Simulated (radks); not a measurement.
Effect of the nuclear size on neutral caesium, [Xe] 6s1. All-electron calculation, Dirac Kohn-Sham, LDA (Slater exchange, Perdew-Wang correlation), spin-unpolarised, spherical densities, finite nucleus; Fermi nuclear charge, rms radius 4.8041 fm. Program: a radial shooting solver on a logarithmic mesh with Libxc functionals. The rms radius is varied about that value; shifts are against it.

| rms radius (fm) | total energy shift (eV) | density at nucleus (e/bohr^3) | 1s1/2 shift (meV) | 2s1/2 shift (meV) | 4p1/2 shift (meV) | 5s1/2 shift (meV) | 5p1/2 shift (meV) |
|---|---|---|---|---|---|---|---|
| 4.1075 | -2.00 | 3.037e+05 | -837 | -99.7 | 0.348 | -0.596 | 0.107 |
| 4.3958 | -1.21 | 2.999e+05 | -503 | -60.0 | 0.210 | -0.359 | 0.064 |
| 4.8041 | 0 | 2.95e+05 | 0.000 | 0.000 | 0.000 | 0.000 | 0.000 |
| 5.1836 | 1.20 | 2.909e+05 | 500 | 59.6 | -0.208 | 0.357 | -0.064 |
| 5.6784 | 2.87 | 2.86e+05 | 1200 | 143 | -0.499 | 0.854 | -0.153 |

Slopes of the eigenvalues against <r^2> in GHz/fm^2, as finite differences over the two radii next to the reference (eigenvalue slopes, not the field-shift constants of lines): 1s1/2 32200, 2s1/2 3830, 4p1/2 -13.4, 5s1/2 22.9, 5p1/2 -4.10.
